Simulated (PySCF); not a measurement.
# C7H11ClO: full NMR table

```yaml
Formula: C7H11ClO
SMILES: CC(C)(C)/C=C/C(=O)Cl
InChI: InChI=1S/C7H11ClO/c1-7(2,3)5-4-6(8)9/h4-5H,1-3H3/b5-4+
Point_group_of_the_computed_structure: Cs
Degrees_of_unsaturation: 2
Carbon_signals: 5
Proton_signals: 3
```

Molfile (atoms numbered from 1):
```
C7H11ClO
     RDKit          3D

 20 19  0  0  0  0  0  0  0  0999 V2000
   -1.5077   -0.5077   -1.1375 C   0  0  0  0  0  0  0  0  0  0  0  0
   -0.6978    0.0765    0.0297 C   0  0  0  0  0  0  0  0  0  0  0  0
   -1.2282    1.4780    0.3672 C   0  0  0  0  0  0  0  0  0  0  0  0
   -0.8269   -0.8314    1.2518 C   0  0  0  0  0  0  0  0  0  0  0  0
    0.7162    0.2289   -0.4348 C   0  0  0  0  0  0  0  0  0  0  0  0
    1.8117   -0.3257    0.0921 C   0  0  0  0  0  0  0  0  0  0  0  0
    3.1086   -0.0577   -0.5016 C   0  0  0  0  0  0  0  0  0  0  0  0
    3.3772    0.6202   -1.4415 O   0  0  0  0  0  0  0  0  0  0  0  0
    4.4136   -0.9034    0.3662 Cl  0  0  0  0  0  0  0  0  0  0  0  0
   -2.5541   -0.5965   -0.8562 H   0  0  0  0  0  0  0  0  0  0  0  0
   -1.4392    0.1304   -2.0150 H   0  0  0  0  0  0  0  0  0  0  0  0
   -1.1355   -1.4950   -1.4004 H   0  0  0  0  0  0  0  0  0  0  0  0
   -1.1570    2.1374   -0.4944 H   0  0  0  0  0  0  0  0  0  0  0  0
   -2.2704    1.4175    0.6709 H   0  0  0  0  0  0  0  0  0  0  0  0
   -0.6551    1.9136    1.1823 H   0  0  0  0  0  0  0  0  0  0  0  0
   -0.2652   -0.4297    2.0914 H   0  0  0  0  0  0  0  0  0  0  0  0
   -1.8710   -0.9073    1.5463 H   0  0  0  0  0  0  0  0  0  0  0  0
   -0.4631   -1.8314    1.0292 H   0  0  0  0  0  0  0  0  0  0  0  0
    0.8466    0.8683   -1.3003 H   0  0  0  0  0  0  0  0  0  0  0  0
    1.7923   -0.9744    0.9516 H   0  0  0  0  0  0  0  0  0  0  0  0
  1  2  1  0
  2  3  1  0
  2  4  1  0
  2  5  1  0
  5  6  2  0
  6  7  1  0
  7  8  2  0
  7  9  1  0
  1 10  1  0
  1 11  1  0
  1 12  1  0
  3 13  1  0
  3 14  1  0
  3 15  1  0
  4 16  1  0
  4 17  1  0
  4 18  1  0
  5 19  1  0
  6 20  1  0
M  END
```

How the numbers were obtained: coordinates at the GFN2-xTB level, shieldings: GIAO PBE0/pcSseg-1, in PySCF 2.14 (isolated molecule, no relativistic terms, single conformer, equivalent nuclei averaged).

δ = σ(ref) − σ, references computed at the same level: ¹H and ¹³C vs TMS; ¹⁷O against H2O.

```tsv
carbon	δC, type	δH (multiplicity)	HMBC from (2–3 bonds)	span of the C tensor (ppm)
C1/C3/C4	29.4, CH3	1.13 (s)	H19, H10/H11/H12/H13/H14/H15/H16/H17/H18	43
C2	37.6, C	–	H19, H20, H10/H11/H12/H13/H14/H15/H16/H17/H18	21
C5	175.9, CH	7.48 (d)	H20, H10/H11/H12/H13/H14/H15/H16/H17/H18	252
C6	128.2, CH	5.99 (d)	H19	155
C7	175.3, C	–	H19, H20	165
```

Other nuclei:
| atoms | nucleus | environment | δ (ppm) | σ (ppm) |
| --- | --- | --- | --- | --- |
| O8 | ¹⁷O | carbonyl oxygen | 546.3 | -210.3 |

Carbon types of the structure: 2 × C, 2 × CH, 3 × CH3, which accounts for all hydrogens. δC 175.9: β carbon of a C=C–C=O unit; conjugation with the carbonyl draws π density from the β position. δC 175.3: carbonyl carbon. δC 128.2: α carbon of a C=C–C=O unit; an sp2 carbon of a C=C bond. δC 29.4: methyl carbon; aliphatic region, no heteroatom directly attached. δH 5.99: hydrogen on an α carbon of a C=C–C=O unit; attached to an sp2 carbon and in the plane of the double bond.

Carbons that carry Cl, above all several Cl atoms, come out too deshielded, partly because spin–orbit coupling is missing. Shifts are as computed. Against solution values, carbons near 30 ppm lie about +3 ppm off and those near 130 ppm about +5 ppm; carbons on Cl a further +6 ppm. Of 1211 compounds with measured shifts, 218 miss one by over three times the rms of a fit or turn the order of signals round; such compounds aren't used in these exercises. Unscaled 17O shifts of doubly bonded oxygen tend to come out too high, by tens of ppm or more. Experimental scales use liquid or dissolved standards, which lie at an offset from isolated H2O (liquid H2O: subtract about 36 ppm). No couplings were computed; multiplicities are counted from neighbouring protons, with m where these are inequivalent, close in shift, in a saturated or five-membered ring or joined by F or P, and br s for small geminal =CH2 splittings.
